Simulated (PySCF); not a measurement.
Working out the ionisation energy of Co

Co [Ar] 3d7 4s2 (4F) → Co⁺ [Ar] 3d8 (3F). All numbers are calculated (PySCF 2.14, no relativity, point nucleus, in aug-cc-pVTZ (8s7p5d3f2g, 93 functions)). Frozen: [Ar]. Energies in hartree (1 hartree = 27.21139 eV):

```csv
part,Co (lower),Co⁺ (upper)
UHF,-1381.425268,-1381.136816
MP2 opposite-spin,-0.156162,-0.180427
MP2 same-spin,-0.098527,-0.107382
```

Problem. What does Hartree-Fock give?

Solution. (-1381.136816) − (-1381.425268) = 0.288452 hartree = 7.849 eV.

Problem. What do MP2 and SCS-MP2 (6/5 opposite-spin, 1/3 same-spin) give?

Solution. The opposite-spin parts differ by -0.660 eV and the same-spin parts by -0.241 eV. MP2: 7.849 + (-0.660) + (-0.241) = 6.948 eV. SCS-MP2: 7.849 + 1.2 × (-0.660) + (-0.241)/3 = 6.977 eV.

Measured between the centres of the two terms (NIST): 7.869 eV, so MP2 (valence) is off by -0.921 eV.

The calculation is non-relativistic.

What remains against the reference includes basis incompleteness, the frozen core and correlation beyond second order.
